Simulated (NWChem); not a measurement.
Molecule: InH3; SMILES [InH3]

Computed with NWChem. Geometry: optimised at PBE-D3(BJ)/def2-SVP. def2 effective core potentials on In; no spin-orbit coupling. B3LYP is NWChem's, with the RPA form of VWN correlation. Static field.

```csv
level,isotropic polarisability (bohr³),anisotropy (bohr³)
PBE/def2-SVPD,43.7,16.5
B3LYP/def2-SVPD,___,___
Hartree-Fock/def2-SVPD,39.1,11.4
CAM-B3LYP/def2-SVPD,41.9,14.9
```

**Question.** Complete the blanks.

**Answer.** 
- B3LYP/def2-SVPD, isotropic polarisability (bohr³): 42.5
- B3LYP/def2-SVPD, anisotropy (bohr³): 15.8
